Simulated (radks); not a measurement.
All-electron atom: Al3+ in [Ne].

Calculated with a radial shooting solver on a logarithmic mesh with Libxc functionals: scalar-relativistic Kohn-Sham, r2SCAN, spin-polarised, spherical densities, finite nucleus; meta-GGA in the generalised Kohn-Sham scheme; Fermi nuclear charge, rms radius 3.061 fm.

Energy parts (hartree):
part                      energy
total                 -240.85292
kinetic                241.35591
electron-nucleus      -563.20654
Hartree                 98.86551
exchange-correlation   -17.86779

Orbitals (lengths in bohr, moments of r in powers of bohr; <r^-3> diverges for s and p1/2; r(max) is where P^2 peaks):
1s: occ. 2; eigenvalue (hartree) -57.21219; <r^4> 0.0009853; r(max) 0.07837; <1/r> 12.63
2s: occ. 2; eigenvalue (hartree) -5.36828; <r^4> 0.3938; r(max) 0.4951; <1/r> 2.356
2p: occ. 6; eigenvalue (hartree) -3.88588; <r^4> 0.4441; r(max) 0.4285; <1/r> 2.224; <r^-3> 36.18

The highest occupied level is 2p at -105.74 eV. Summed over all electrons, <r^2> = 3.648 bohr^2, which gives a Langevin (diamagnetic) susceptibility term of -2.89 x 10^-6 cm^3/mol. The electron density at the nucleus is 1498 e/bohr^3 (large components only). The density falls to 0.001 e/bohr^3 at r = 1.96 bohr. For comparison, the ionisation energy in NIST's Atomic Spectra Database is 119.99 eV (measured). In exact Kohn-Sham theory the highest level is minus the ionisation energy, but local and semilocal functionals leave it too shallow, through self-interaction and a potential that decays too fast; potentials with the right tail come closer.
